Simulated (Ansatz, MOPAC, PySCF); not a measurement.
Complex: SiH4 (SMILES [SiH4]) (first 5 atoms) with AsH3 (SMILES [AsH3]); geometry from B3LYP-D3(BJ)/def2-TZVP.
(charge 0, multiplicity 1):
```xyz
9

Si     0.0047    -0.0823     0.1973
H      0.3140    -0.6296    -1.1431
H     -1.4219     0.3073     0.2561
H      0.8518     1.1025     0.4583
H      0.2739    -1.1135     1.2247
As     0.1119     0.4385     4.1774
H     -0.6262     1.0291     5.3751
H     -0.7231    -0.8361     4.2204
H     -0.8503     1.0968     3.1939
```

Interaction energies are E(AB) − E(A) − E(B) at the monomers' geometry in the complex; basis-set methods are counterpoise corrected.

Cores are frozen in the correlated methods. Filled d and f shells under p-block atoms count as core. Rows in 6-31G* carry no dispersion term and start afresh at each structure (6-31G* with six Cartesian d functions); the Pople sets are all-electron and without relativity. MP2/6-31G* freezes PySCF's default core, which leaves 3d correlated. The state reached by AM1, PM6 isn't checked.

The values were computed with Ansatz (Gaussian orbitals); MOPAC for AM1, PM6 (differences of heats of formation); PySCF for 6-31G* rows, the dispersion terms. Each number belongs to the level named beside it.

| level | interaction energy (kcal/mol) |
|---|---|
| AM1 | 0.03 |
| PM6 | -0.83 |
| HF/6-31G* | 1.07 |
| revPBE-D4/def2-TZVPPD | -1.13 |
| r2SCAN-D3(BJ)/def2-TZVPPD | -0.88 |
| PBE0/def2-TZVPPD | -0.06 |
| B2PLYP-D3(BJ)/def2-TZVPPD | -0.92 |
| MP2/6-31G* | 0.34 |
| CCSD(T)/def2-TZVPPD | ___ |

### Question
What belongs in the gaps?

### Answer

- CCSD(T)/def2-TZVPPD, interaction energy (kcal/mol): -0.67

Ansatz is a program for electronic structure.
